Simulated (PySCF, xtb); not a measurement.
Al(F)(GeH3)(OH) (AlFGeH4O), SMILES [OH][Al]([GeH3])[F].

GFN2-xTB (xtb) at its own geometry gives an orbital gap of 4.63 eV and a dipole moment of 2.26 D.

Coordinates come from a PBE0-D3(BJ)/def2-SVP optimisation. The structure was generated by enumeration; whether it is a known compound was not checked. The values are those of a single conformer.

Q: What does PBE/def2-TZVP (PySCF) give? (Estimate from the structure and the level; the computed values follow.)

A: gap 5.49 eV (levels -7.23 and -1.74 eV), dipole 0.80 D.
